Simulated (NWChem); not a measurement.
System: CBrCl$_{3}$; SMILES ClC(Cl)(Cl)Br

Output (shortened):

```
             Northwest Computational Chemistry Package (NWChem) 7.3.0
             --------------------------------------------------------

 C3  symmetry detected

                             Geometry "geometry" -> ""
                             -------------------------

 Output coordinates in angstroms (scale by  1.889725989 to convert to a.u.)

  No.       Tag          Charge          X              Y              Z
 ---- ---------------- ---------- -------------- -------------- --------------
    1 Cl                  17.0000     1.08942264    -1.26264206    -1.00066645
    2 C                    6.0000     0.00000000     0.00000000    -0.41895345
    3 Cl                  17.0000    -1.63819142    -0.31214666    -1.00066645
    4 Cl                  17.0000     0.54876877     1.57478871    -1.00066645
    5 Br                  35.0000     0.00000000    -0.00000000     1.52993455

 Effective nuclear repulsion energy (a.u.)     619.2113591035

      Symmetry information
      --------------------

 Group name             C3
 Group number              5
 Group order               3
 No. of unique centers     3

                                 NWChem DFT Module
                                 -----------------

 Summary of "ao basis" -> "ao basis" (spherical)
 ------------------------------------------------------------------------------
       Tag                 Description            Shells   Functions and Types
 ---------------- ------------------------------  ------  ---------------------
 Cl                         def2-svp                 8       18   4s3p1d
 C                          def2-svp                 6       14   3s2p1d
 Br                         def2-svp                12       32   5s4p3d

      Symmetry analysis of basis
      --------------------------

        a          36
        e+         32
        e-         32

  Rotation of axis

            General Information
            -------------------
          SCF calculation type: DFT
          Wavefunction type:  closed shell.
          No. of atoms     :     5
          No. of electrons :    92
           Alpha electrons :    46
            Beta electrons :    46
          Charge           :     0
          Spin multiplicity:     1
          Use of symmetry is: on ; symmetry adaption is: on
          Maximum number of iterations: 150
          AO basis - number of functions:   100
                     number of shells:    42
          Convergence on energy requested:  1.00D-06
          Convergence on density requested:  1.00D-05
          Convergence on gradient requested:  5.00D-04

              XC Information
              --------------
                        MPW1K Method XC Functional
                     Hartree-Fock (Exact) Exchange  0.428
                        mPW91  Exchange Functional  0.572
                Perdew 1991 Correlation Functional  1.000 non-local
            Perdew 1991 LDA Correlation Functional  1.000 local

             Grid Information
             ----------------
          Grid used for XC integration:  medium
          Radial quadrature: Mura-Knowles
          Angular quadrature: Lebedev.
          Tag              B.-S. Rad. Rad. Pts. Rad. Cut. Ang. Pts.
          ---              ---------- --------- --------- ---------
          Cl                  1.00       88           9.0       590
          C                   0.70       49           7.0       434
          Br                  1.15      112           8.0       590
          Grid pruning is: on
          Number of quadrature shells:   249
          Spatial weights used:  Erf1

      Superposition of Atomic Density Guess
      -------------------------------------

 Sum of atomic energies:       -3987.68117665

      Non-variational initial energy
      ------------------------------

 Total energy =   -3988.835434
 1-e energy   =   -6774.297129
 2-e energy   =    2166.250336
 HOMO         =      -0.355731
 LUMO         =       0.008220

      Symmetry analysis of molecular orbitals - initial
      -------------------------------------------------

  Numbering of irreducible representations:

     1 a           2 e+          3 e-

  Orbital symmetries:

     1 a           2 e+          3 e+          4 a           5 a
     6 a           7 e+          8 e+          9 a          10 a
    11 e+         12 e+         13 a          14 a          15 e+
    16 e+         17 a          18 e+         19 e+         20 e+
    21 e+         22 a          23 a          24 e+         25 e+
    26 a          27 e+         28 e+         29 e+         30 e+
    31 a          32 e+         33 e+         34 a          35 a
    36 e+         37 e+         38 a          39 e+         40 e+
    41 e+         42 e+         43 a          44 a          45 e+
    46 e+         47 a          48 a          49 e+         50 e+
    51 a          52 a          53 e+         54 e+         55 a
    56 e+

     ---------------------------------------------
      Total Density - Mulliken Population Analysis
     ---------------------------------------------

    Atom       Charge   Shell Charges
 -----------   ------   -------------------------------------------------------
    1 Cl  17    17.24   2.00  1.99  1.23  0.71  5.94  2.14  3.21  0.02
    2 C    6     5.06   1.99  0.83  0.28  1.13  0.75  0.06
    3 Cl  17    17.24   2.00  1.99  1.23  0.71  5.94  2.14  3.21  0.02
    4 Cl  17    17.24   2.00  1.99  1.23  0.71  5.94  2.14  3.21  0.02
    5 Br  35    35.23   2.00  2.00  2.00  1.37  0.57  6.00  5.99  2.37  2.92  8.23  1.73  0.06

[...]
```

Level: MPW1K/def2-SVP. Coordinates come from a PBE0/def2-SVP optimisation.

Question: Reconstruct the input file.

Answer: This is not unique; one that fits is the input that was run:
```
start job
memory heap 200 mb stack 900 mb global 1100 mb
geometry units angstroms noautoz
  Cl     0.202875     1.655279     1.002990
  C      0.000000     0.000000     0.421277
  Cl    -1.534951    -0.651944     1.002990
  Cl     1.332076    -1.003335     1.002990
  Br     0.000000     0.000000    -1.527611
end
basis spherical
  * library def2-svp
end
dft
  xc mpw1k
  iterations 150
  mulliken
end
task dft energy
```
